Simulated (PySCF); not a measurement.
F2Mn, sextet, at a GFN2-xTB geometry (such geometries of metal compounds can be far from the true shape). Base run: TPSS/6-31G (PySCF).

The PySCF input:
```python
from pyscf import gto, scf, dft

mol = gto.Mole()
mol.atom = '''
    Mn    0.009789    0.000267   -0.001718
    F    -0.241809    1.281989   -1.098969
    F     0.214616   -1.282730    1.103741
'''
mol.basis = '6-31g'
mol.charge = 0
mol.spin = 5
mol.verbose = 4
mol.build()

mf = dft.UKS(mol)
mf.xc = 'tpss'
mf.kernel()
mf.analyze()
```

Variants of this job, named by their change:

```csv
change,ΔE vs base (µEh),SCF cycles,<S^2>,outcome
base,0.0,32,8.759,converged
conv_tol = 1e-6,0.1,30,8.759,converged
diis = off; damp = 0.3 (with mf.diis_start_cycle = 200; with mf.max_cycle = 150),-,150,-,not converged
DIIS = ADIIS,0.0,22,8.759,converged
conv_tol = 1e-11,0.0,34,8.759,converged
solver = newton; init_guess = 1e,0.0,-,8.759,converged
damp = 0.5; diis_start_cycle = 5,-,50,-,not converged
init_guess = mod_huckel,0.0,13,8.759,converged
init_guess = huckel,0.0,41,8.759,converged
level_shift = 0.3 (with mf.max_cycle = 100),-,100,-,not converged
diis = off; damp = 0.6 (with mf.diis_start_cycle = 200; with mf.max_cycle = 150),-,150,-,not converged
diis = off (with mf.max_cycle = 100),-,100,-,not converged
conv_tol = 1e-7,0.1,30,8.759,converged
```

Open shells are given as the SCF converged; they aren't shown to be the lowest states, and a large step between rows can be another state.
